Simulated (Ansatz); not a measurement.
Mulliken charges of GaH5N2O, SMILES `[NH2][Ga]([NH2])[OH]` from B3LYP/def2-TZVPP in Ansatz (PBE0-D4/def2-TZVP geometry).

```
atom   x (Å)   y (Å)   z (Å)  charge (e)
  N1   0.040   1.555  -0.881      -0.394
 Ga2   0.239   0.006   0.040       0.528
  N3  -1.139  -1.113   0.442      -0.386
  O4   1.912  -0.372   0.549      -0.427
  H5   0.782   2.235  -0.855       0.139
  H6  -0.858   2.003  -0.957       0.124
  H7  -0.965  -2.069   0.703       0.125
  H8  -2.017  -1.034  -0.044       0.128
  H9   2.007  -1.210   1.004       0.163
```

By hand: the dipole of these point charges (1 e Å = 4.8032 D).

Σ q r = (-0.316, -0.050, -0.028) e Å, of length 0.321 e Å = 1.54 D.

How does the dipole of the full density compare? (Estimate.)

Computed: (-0.347, -0.155, 0.020) e Å, 1.83 D; the point charges give 0.84 times that, at 17° from its direction.

Point charges leave out the atoms' own dipoles, such as those of lone pairs, and Mulliken's split depends on the basis, so the two needn't agree.

B3LYP here is the variant with VWN-RPA as its local correlation; programs differ in this.
